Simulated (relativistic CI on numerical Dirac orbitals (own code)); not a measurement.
What each ingredient does to the levels of Pr XXIV

Base calculation: Dirac-Coulomb-Breit CI, orbitals from a KLI potential per configuration, QED by a radiative potential, unscaled Slater integrals.

CI space (outside the closed core [Ar] 3d10): 4s²4p⁶, 4s²4p⁵4d, 4s4p⁶4d, 4s²4p⁵4f, 4s4p⁶4f, 4s²4p⁵5s, 4s²4p⁵5p, 4p⁶4d4f, 4p⁶4d², 4p⁵4d³, 4p⁵4d²4f, 4p⁵4d²5s, 4p⁵4d²5p, 4p⁶4f², 4p⁵4d4f², 4p⁵4f³, 4p⁵4f²5s, 4p⁵4f²5p. Double excitations out of closed p, d and f shells are left out; levels of such configurations are missing from the list, as are those of other unlisted configurations, and high levels can miss mixing partners.

Variants: (1) valence Slater integrals scaled by 0.9; (2) Breit term removed; (3) one mean potential for all configurations. Shifts of the energy above 4s²4p⁶ ¹S0, in cm⁻¹, for the lowest level and the first level of each name with at least 55 % of one term (blank where a level changes its place among those of its configuration and J or its character, or is not in the variant):

```
        Level     Base    Δ(1)   Δ(2)  Δ(3)
   4s²4p⁶ ¹S0        0       0      0     0
4s²4p⁵4d ³P°0   778715   +5440  +1648   -90
4s²4p⁵4d ³P°1   797082   +4327  +1988   -91
4s²4p⁵4d ³F°3   820386   +1683  +1982   -97
4s²4p⁵4d ³F°4   841602   +3424  +3163   -93
4s²4p⁵4d ³D°3   889325   -1621  +2983   -98
4s²4p⁵4d ³D°1   950786   -3666  +3176  -100
4s²4p⁵4d ³F°2  1021051   +2017  +4522   -93
4s²4p⁵4d ¹P°1  1190714  -19717  +4030  -131
  4s4p⁶4d ³D1  1577038   +7279  +1971  -124
  4s4p⁶4d ³D2  1591939   +6482  +2343  -116
  4s4p⁶4d ³D3  1623771   +6465  +3268  -113
  4s4p⁶4d ¹D2  1699621   -3688  +2705   -42
 4s²4p⁵4f ³G5  1857923   +2049  +4854  -702
 4s²4p⁵4f ³G4  1864282    +926  +4235  -695
 4s²4p⁵4f ³D1  1865619   -1677  +3742  -639
 4s²4p⁵4f ³D2  1875867   -1977  +4050  -641
 4s²4p⁵4f ³F4  1897407   -1849  +4697  -674
 4s²4p⁵4f ³G3  2073132    +550  +6783  -681
4s²4p⁵5s ³P°2  2546393    +401  +2360  -231
4s²4p⁵5s ¹P°1  2556545    -594  +2377   -65
 4s4p⁶4f ³F°2  2659768    +527  +4028  -616
```

At this charge energies of transitions that change n are usually good to better than 1 %, and those within a shell (Δn = 0) to a few per cent.

Ionisation energy from the two ground configurations alone: base 802.692 eV; Breit term removed 803.216 eV. The NIST ASD value (theoretical) is 803 eV.

LS names give the leading component of a level, which can be under half, so a name can repeat, a term be missing and a line seem to break the LS rules.
